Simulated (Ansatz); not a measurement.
A CCSD(T) single point on `CO[SiH2]N[SiH2]Cl`.

```yaml
crystal:
  periodic: [false, false, false]
  atoms:
    - {symbol: C, position_ang: [-0.669833, -1.154914, -2.461665]}
    - {symbol: O, position_ang: [0.008713, -0.861207, -1.262985]}
    - {symbol: Si, position_ang: [-0.330389, 0.452632, -0.342604]}
    - {symbol: N, position_ang: [0.897355, 0.639646, 0.842084]}
    - {symbol: Si, position_ang: [0.769627, 0.363900, 2.524386]}
    - {symbol: Cl, position_ang: [0.414313, 2.095272, 3.589192]}
    - {symbol: H, position_ang: [-1.685815, -1.515666, -2.266681]}
    - {symbol: H, position_ang: [-0.731717, -0.279013, -3.118694]}
    - {symbol: H, position_ang: [-0.119730, -1.939492, -2.983690]}
    - {symbol: H, position_ang: [-0.393769, 1.636405, -1.242461]}
    - {symbol: H, position_ang: [-1.612313, 0.285575, 0.389197]}
    - {symbol: H, position_ang: [1.788929, 0.985376, 0.514031]}
    - {symbol: H, position_ang: [-0.377656, -0.534404, 2.767056]}
    - {symbol: H, position_ang: [2.042305, -0.174121, 3.052833]}
basis:
  gaussian: {orbitals: def2-TZVPP}
correlation: {method: ccsd_t}
```

```sh
$ ansatz run in.yaml --threads 2 --pin off --events-out ev --progress --plain --max-ram 20480MiB --backend cuda --devices 0, --max-vram 18GiB
```

Output of Ansatz, abridged:

```
Functional definition: HF
1930 factors; integrals over basis functions are off by at most 1.2e-3 eV
mean field evaluation 1: about -32906.1855 eV, gradient 4.6e1 eV
mean field evaluation 2: about -32906.5585 eV, gradient 4.7e1 eV
mean field evaluation 4: about -32911.2992 eV, gradient 4.7e0 eV
mean field evaluation 8: about -32911.3773 eV, gradient 2.7e-1 eV
mean field -32911.37759925 eV, -1209.4708186394 hartree, gradient 3.2e-6 eV, S^2 0.000000; 0 other end points of the search recorded, 0 dependent functions left out
18 core orbitals not correlated: weight in the atoms' cores, before any rotation towards them, 1.000 or more for the frozen orbitals, at most 0.000 for the correlated occupied ones
reference -32911.37759925 eV, -1209.4708186394 hartree; 19, 19 occupied and 294, 294 virtual orbitals, 1930 factors
second order -28.63338247 eV of doubles, -0.00000000 eV of singles
cycle   1  -29.54198045 eV  change   -9.1e-1 eV  update   1.1e-1
cycle   2  -30.25425342 eV  change   -7.1e-1 eV  update   3.2e-2
cycle   3  -30.39329921 eV  change   -1.4e-1 eV  update   1.5e-2
cycle   4  -30.37973929 eV  change    1.4e-2 eV  update   3.4e-3
cycle   5  -30.37854288 eV  change    1.2e-3 eV  update   1.6e-3
cycle   6  -30.37907816 eV  change   -5.4e-4 eV  update   4.5e-4
cycle   7  -30.37884894 eV  change    2.3e-4 eV  update   1.7e-4
cycle   8  -30.37880754 eV  change    4.1e-5 eV  update   5.2e-5
cycle   9  -30.37882866 eV  change   -2.1e-5 eV  update   1.9e-5
perturbative correction -1.15244038 eV, -0.0423514029 hartree
Total energy: -32942.90886830 eV, -1210.6295714042 hartree
```

It took 8.5 s on 2 threads of an AMD EPYC 7R13 on a shared host and a share of an NVIDIA H100 80 GB, with 0.85 GiB of host memory at the peak.

Correlation energy per correlated electron: -0.830 eV. T1 diagnostic: 0.0106.
